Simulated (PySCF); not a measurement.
# Dipole response of Pd(30+) (palladium, charge +30)

[Ne] 3s2 3p4, high-spin 3P determinant. All numbers are calculated (PySCF 2.14, the non-relativistic Hamiltonian (point nucleus), in an even-tempered Gaussian basis (16 s from 3.9 bohr⁻², ratio 2.5; 11 p from 5 bohr⁻², ratio 2.5; 5 d from 24 bohr⁻², ratio 2.7; 4 f from 36 bohr⁻², ratio 2.7)). Coupled (time-dependent) response in atomic units; α is the mean over directions.

```csv
method,mean α (bohr³),"α xx, yy, zz",C₆ (like pair),S(−4)
UHF,0.02157,"0.02742, 0.009886, 0.02742",0.002186,0.001209
PBE0,0.02132,"0.02695, 0.01005, 0.02695",0.002139,0.001237
```

S(−4) is the Cauchy moment in α(ω) = α(0) + S(−4) ω² + …

Spin-orbit coupling is absent.

α(iu) at UHF:

```tsv
u (hartree)	α(iu) (bohr³)
0	0.02157
0.600	0.02115
1.20	0.02003
2.40	0.01692
3.60	0.01404
4.80	0.01181
6.00	0.01011
9.00	0.007268
12.0	0.005552
18.0	0.003704
30.0	0.002255
```

For an ion, C₆ is the dispersion term alone; charge-induced terms of lower order in 1/R come first.

The components differ because the open shell of this determinant is not spherical; for a pure term their mean is the scalar polarisability.

A non-relativistic calculation at this Z misses sizeable relativistic shifts. Spin-orbit coupling is strong in this species (close to jj coupling), so the high-spin LS determinant is a model state, not a physical level.
